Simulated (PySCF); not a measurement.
C2H8F2Si2, SMILES F[SiH2]C([SiH2]F)C.

Geometry optimised at B3LYP-D3(BJ)/def2-SVP. This is a generated structure with no PubChem entry under its InChIKey; it may be hypothetical. Other conformers were not sampled.

Level of theory: B3LYP-D3(BJ)/def2-SVP (PySCF).

Frequencies are harmonic and unscaled.

| mode | ν (cm⁻¹) | IR (km/mol) | moving atoms (share of kinetic energy) |
|---|---|---|---|
| 1 | 52 | 0.8 | F 80 %, H 10 % |
| 2 | 64 | 1.5 | F 31 %, Si 28 %, H 25 %, C 15 % |
| 3 | 109 | 0.6 | F 55 %, Si 26 %, H 14 % |
| 4 | 147 | 7.9 | F 44 %, H 22 %, C 17 %, Si 17 % |
| 5 | 203 | 1.2 | H 89 % |
| 6 | 226 | 0.4 | C 37 %, H 36 %, Si 26 % |
| 7 | 313 | 7.9 | C 37 %, F 25 %, H 20 %, Si 18 % |
| 8 | 365 | 6.1 | Si 40 %, H 26 %, C 21 %, F 13 % |
| 9 | 526 | 4.6 | H 37 %, Si 37 %, C 25 % |
| 10 | 626 | 27.7 | H 68 %, Si 22 %, C 9 % |
| 11 | 666 | 25.0 | H 57 %, C 27 %, Si 11 % |
| 12 | 731 | 32.1 | H 91 % |
| 13 | 738 | 25.2 | H 87 % |
| 14 | 775 | 96.0 | C 40 %, H 39 %, Si 17 % |
| 15 | 853 | 9.3 | F 52 %, H 27 %, Si 21 % |
| 16 | 857 | 23.9 | F 49 %, H 28 %, Si 21 % |
| 17 | 902 | 273.1 | H 73 %, Si 19 % |
| 18 | 942 | 188.4 | H 69 %, Si 13 %, C 12 % |
| 19 | 968 | 188.7 | H 89 %, Si 9 % |
| 20 | 977 | 39.2 | H 91 % |
| 21 | 977 | 83.0 | H 77 %, C 13 %, Si 8 % |
| 22 | 1024 | 68.6 | H 83 %, Si 9 % |
| 23 | 1045 | 66.4 | C 73 %, H 25 % |
| 24 | 1139 | 34.3 | H 54 %, C 44 % |
| 25 | 1260 | 4.6 | H 70 %, C 29 % |
| 26 | 1401 | 0.1 | H 84 %, C 16 % |
| 27 | 1476 | 7.5 | H 96 % |
| 28 | 1481 | 8.0 | H 97 % |
| 29 | 2232 | 207.4 | H 97 % |
| 30 | 2237 | 60.8 | H 97 % |
| 31 | 2258 | 94.8 | H 97 % |
| 32 | 2263 | 125.5 | H 96 % |
| 33 | 3017 | 5.6 | H 93 % |
| 34 | 3021 | 26.6 | H 97 % |
| 35 | 3094 | 15.6 | H 91 %, C 9 % |
| 36 | 3108 | 13.1 | H 91 %, C 9 % |
